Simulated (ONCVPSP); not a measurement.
# Before and after: ONCV potential for thallium (Tl)

thallium (Tl), optimised norm-conserving Vanderbilt (ONCV), made with ONCVPSP 4.0.1 (PBEsol, scalar-relativistic). Core [Kr] 4d10 4f14, reference 5s2 5p6 5d10 6s2 6p1. Waves: 5s+6s: rc 1.35 bohr, ncon 3, nbas 6, qcut 7 1/bohr, 2 projectors; 5p+6p: rc 1.45 bohr, ncon 4, nbas 7, qcut 7.6 1/bohr, 2 projectors; 5d: rc 1.30 bohr, ncon 4, nbas 8, qcut 7.8 1/bohr, 1 projector. Local part: polynomial inside 1.10 bohr (lpopt 5, dvloc0 3 Ha). Core correction: none.

Change: p: rc 1.18.

Cutoffs: the cutoffs (Ha) at which the residual kinetic energy of the hardest occupied pseudo-wave falls to 1 and 0.1 mHa per electron; they do not see the model core or the augmentation charge, which bear on the density cutoff. Errors are all-electron minus pseudo energies relative to the spin-unpolarised reference configuration.

Question: How do hardness, ghosts and transferability respond?

Answer: The potential gets harder (23 Ha and 54 Ha → 89 Ha and 109 Ha); of the 3 tests that both files solve, the error grows in 0 and shrinks in 1 by more than 15 % and 0.3 meV (median size 11.4 → 11.0 meV); neither file shows a bound ghost. A smaller radius makes the pseudo-wave follow the all-electron one further in, where it bends more sharply, so more plane waves are needed.

```tsv
quantity	base	changed
cutoff, loose	23 Ha	89 Ha
cutoff, tight	54 Ha	109 Ha
loose cutoff by channel	s 22 Ha, p 18 Ha, d 23 Ha	s 22 Ha, p 89 Ha, d 23 Ha
bound ghosts	none	none
GHOST(+) flags under 300 eV	s at 212.3 eV	s at 212.3 eV
tests with a reliable result	3 of 4	3 of 4
error for 5s2 5p6 5d10 6s2 6p0, meV [ΔE 5.15 eV]	-2.3	-2.2
error for 5s2 5p6 5d10 6s1 6p0, meV [ΔE 25.99 eV]	-11	-11
error for 5s2 5p5 5d10 6s2 6p1, meV [ΔE 82.98 eV]	-147	-101
s: phases at 1.37 bohr within 0.05 rad from the reference energy up to (Ha; the scan ends near 5)	to the end of the scan	to the end of the scan
d: phases at 1.32 bohr within 0.05 rad from the reference energy up to (Ha; the scan ends near 5)	4.8	4.8
```
